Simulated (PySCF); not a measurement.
C2H7BN2O, SMILES C/C=N/B(N)O.

Geometry: PBE0-D3(BJ)/def2-SVP. The structure was generated by enumeration; whether it is a known compound was not checked. Other conformers were not sampled.

Calculation: PBE0-D3(BJ)/def2-SVP (PySCF).

No scaling factor is applied to the harmonic values.

| mode | ν (cm⁻¹) | IR (km/mol) | Raman (Å⁴/amu) | depolarisation | moving atoms (share of kinetic energy) |
|---|---|---|---|---|---|
| 1 | 71 | 4.1 | 3.9 | 0.75 | H 40 %, N 36 %, C 13 %, O 10 % |
| 2 | 143 | 2.8 | 1.8 | 0.44 | N 36 %, H 28 %, C 23 %, O 11 % |
| 3 | 148 | 1.5 | 0.9 | 0.73 | H 45 %, C 28 %, N 16 %, O 9 % |
| 4 | 185 | 0.7 | 2.0 | 0.65 | H 63 %, C 22 %, N 11 % |
| 5 | 342 | 6.4 | 1.3 | 0.51 | H 31 %, C 25 %, O 23 %, N 21 % |
| 6 | 367 | 100.4 | 1.4 | 0.60 | H 79 %, N 18 % |
| 7 | 454 | 56.1 | 1.3 | 0.61 | N 39 %, H 32 %, O 16 % |
| 8 | 458 | 93.5 | 2.1 | 0.38 | H 70 %, O 9 % |
| 9 | 495 | 47.7 | 1.9 | 0.31 | H 45 %, C 19 %, N 16 %, B 10 %, O 10 % |
| 10 | 566 | 9.1 | 1.1 | 0.75 | H 93 % |
| 11 | 671 | 56.3 | 2.6 | 0.27 | B 73 %, N 9 % |
| 12 | 804 | 21.5 | 2.4 | 0.31 | N 43 %, H 35 %, C 9 % |
| 13 | 858 | 1.3 | 3.1 | 0.64 | H 78 %, N 11 %, C 9 % |
| 14 | 900 | 5.8 | 2.4 | 0.21 | H 57 %, N 22 %, O 20 % |
| 15 | 962 | 6.8 | 2.5 | 0.54 | H 41 %, C 28 %, N 25 % |
| 16 | 1031 | 143.9 | 1.4 | 0.61 | H 72 %, O 11 %, N 9 % |
| 17 | 1099 | 0.9 | 1.4 | 0.75 | H 55 %, C 42 % |
| 18 | 1136 | 12.9 | 0.9 | 0.42 | C 55 %, H 42 % |
| 19 | 1347 | 226.2 | 6.2 | 0.75 | H 48 %, B 33 %, N 9 % |
| 20 | 1366 | 124.8 | 14.1 | 0.58 | H 65 %, C 23 %, B 9 % |
| 21 | 1421 | 25.9 | 10.2 | 0.75 | H 74 %, C 11 %, B 11 % |
| 22 | 1440 | 145.0 | 4.2 | 0.73 | B 55 %, H 34 %, O 9 % |
| 23 | 1445 | 45.3 | 22.6 | 0.55 | H 85 % |
| 24 | 1448 | 54.4 | 16.9 | 0.50 | H 84 % |
| 25 | 1599 | 259.4 | 3.0 | 0.69 | H 58 %, N 22 %, B 19 % |
| 26 | 1829 | 288.8 | 39.1 | 0.36 | C 53 %, N 43 % |
| 27 | 2964 | 76.4 | 110.6 | 0.37 | H 92 % |
| 28 | 3048 | 7.2 | 197.0 | 0.02 | H 97 % |
| 29 | 3130 | 6.3 | 102.5 | 0.75 | H 91 %, C 9 % |
| 30 | 3185 | 5.6 | 62.6 | 0.75 | H 90 %, C 10 % |
| 31 | 3656 | 44.6 | 134.3 | 0.15 | H 96 % |
| 32 | 3772 | 34.9 | 66.5 | 0.73 | H 91 %, N 9 % |
| 33 | 3929 | 77.7 | 66.7 | 0.23 | H 94 % |
